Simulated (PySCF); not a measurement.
C₂H₄BF₂N, SMILES FB(F)/C=N/C. Atoms are numbered in the order given.

```xyz
10

C     -0.0763    -2.6883     0.0000
N      0.3711    -1.3198     0.0000
C     -0.4933    -0.3815     0.0000
B     -0.0213     1.1139     0.0000
F     -0.9164     2.0901     0.0000
F      1.2497     1.4550     0.0000
H      0.3447    -3.2023     0.8809
H      0.3447    -3.2023    -0.8809
H     -1.1789    -2.8077     0.0000
H     -1.5840    -0.6051     0.0000
```

Geometry optimised at B3LYP-D3(BJ)/def2-SVP. The structure was generated by enumeration; whether it is a known compound was not checked. One conformer was computed; it need not be the lowest.

Level of theory: TDDFT-ωB97X/def2-SVPD (PySCF).

Vertical excitations.  State labels are in the subgroup Cs.

Estimate the UV-visible absorptions. (An estimate is asked for; the answer gives what the named calculation found.)


| state | symmetry | energy (eV) | λ (nm) | f | main pairs |
|---|---|---|---|---|---|
| S1 | A" | 4.04 | 307 | 0.002 | HOMO→LUMO 97 % |
| S2 | A' | 7.08 | 175 | 0.389 | HOMO−1→LUMO 94 % |
| S3 | A" | 7.22 | 172 | 0.000 | HOMO−2→LUMO 93 % |
| S4 | A' | 7.89 | 157 | 0.025 | HOMO→LUMO+1 75 % |
| S5 | A" | 8.85 | 140 | 0.004 | HOMO→LUMO+4 88 % |
| S6 | A' | 8.92 | 139 | 0.029 | HOMO→LUMO+2 82 % |
| S7 | A" | 9.14 | 136 | 0.000 | HOMO−3→LUMO 90 % |
| S8 | A' | 9.17 | 135 | 0.209 | HOMO→LUMO+3 83 % |
| S9 | A" | 9.20 | 135 | 0.005 | HOMO−1→LUMO+1 76 %, HOMO−1→LUMO+2 12 % |
| S10 | A" | 9.73 | 127 | 0.002 | HOMO−4→LUMO 85 % |
| T1 | A" | 3.24 | 382 | 0 | HOMO→LUMO 95 % |
| T2 | A' | 4.33 | 287 | 0 | HOMO−1→LUMO 88 % |
| T3 | A" | 6.57 | 189 | 0 | HOMO−2→LUMO 87 % |
| T4 | A' | 7.74 | 160 | 0 | HOMO→LUMO+1 76 % |
Triplets are in the Tamm–Dancoff approximation, which puts them higher than full response would, so one can lie above its singlet here.
